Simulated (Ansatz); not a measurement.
`[O]=[Mo]([OH])([F])([Cl])[Cl]` + H–F → `[O]=[Mo]([F])([F])([Cl])[Cl]` + H₂O at 600 K and 1 bar (ligand exchange at a Mo–O bond).

Gas-phase electronic energies from Ansatz, PBE0-D4/def2-TZVP geometries. CCSD(T)/CBS adds triple-zeta CCSD(T) − MP2 to the extrapolated MP2 energy (def2 sets, frozen cores). This one scheme is used for every species. Elements past krypton have def2 core potentials. For Mo outer-core shells are correlated without core-valence functions, which leaves a few kJ/mol of doubt a bond. One conformer a species, not always the lowest.

```tsv
species	CCSD(T)/CBS energy (Eh)	H − E (kJ/mol)	S (J/(mol·K))
`[O]=[Mo]([OH])([F])([Cl])[Cl]`	-1238.60751	120.6	478.5
H–F	-100.39570	42.3	194.0
`[O]=[Mo]([F])([F])([Cl])[Cl]`	-1262.62989	86.3	452.5
H₂O	-76.37941	76.8	212.8
```

H − E and S are ideal-gas, rigid-rotor, harmonic terms from PBE0-D4/def2-TZVP, for one conformer and one mirror image of each species. 1 Eh = 2625.50 kJ/mol, R = 8.31446 J/(mol·K).

Problem. By hand: ΔE, ΔH, ΔS and ΔG.

Solution. ΔE = (-1262.62989) + (-76.37941) − (-1238.60751) − (-100.39570) = -0.00609 Eh = -16.0 kJ/mol. Δ(H − E) = 86.3 + 76.8 − 120.6 − 42.3 = 0.2, so ΔH = -15.8 kJ/mol. ΔS = 452.5 + 212.8 − 478.5 − 194.0 = -7.2 J/(mol·K). ΔG = -15.8 − 600 × (-7.2)/1000 = -11.5 kJ/mol.

Problem. By hand: the equilibrium constant, and the temperature at which ΔG would vanish if ΔH and ΔS stayed fixed.

Solution. log₁₀ K = −ΔG/(RT ln 10) = 1.0. ΔG = 0 at ΔH/ΔS = 2194 K, though so small a ΔS makes that figure unsure.

The number of gas molecules stays the same, so ΔS is small and ΔH decides. A doubt of 5 kJ/mol in ΔE shifts log₁₀ K by 0.4 here. Other conformers and mirror images would add mixing entropy, several J/(mol·K) or more a flexible species. Modes under 60 cm⁻¹, often nearly free rotors, make the harmonic entropy too high. These are equilibria of isolated gas molecules and say nothing of rates. Largest T1 diagnostic: 0.024 (customary marks: 0.02 for closed shells, 0.045 for open ones).
